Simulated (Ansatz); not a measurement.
Isolated molecules relaxed with PBE0-D4/def2-TZVP in Ansatz; ΔE leaves out vibrations. CCSD(T)/CBS adds triple-zeta CCSD(T) − MP2 to the extrapolated MP2 energy (def2 sets, frozen cores). Each species was taken in one conformer, which may not be the lowest.

Reaction (redistribution): `[CH3][Al]([CH3])[CH2]O` + `N[SiH](N)[SiH3]` → `[CH3][Al]([SiH3])[CH2]O` + `C[SiH](N)N`

```
                  species  CCSD(T)/CBS(def2) energy (Eh)
 `[CH3][Al]([CH3])[CH2]O`                     -436.76167
        `N[SiH](N)[SiH3]`                     -692.43145
`[CH3][Al]([SiH3])[CH2]O`                     -687.76931
             `C[SiH](N)N`                     -441.43339
```

(1) Work out ΔE.

Largest T1 diagnostic among the species: 0.011.

## Answers

(1) ΔE = (-687.76931) + (-441.43339) − (-436.76167) − (-692.43145) = -0.00958 Eh = -0.26 eV.

From PBE to PBE0 (25 % exact exchange), in def2-TZVPP and without D4, ΔE moves by −0.04 eV. In def2-TZVPP, CCSD(T) changes the Hartree–Fock value by +0.06 eV (the triples alone add +0.01 eV) and MP2 by +0.08 eV.
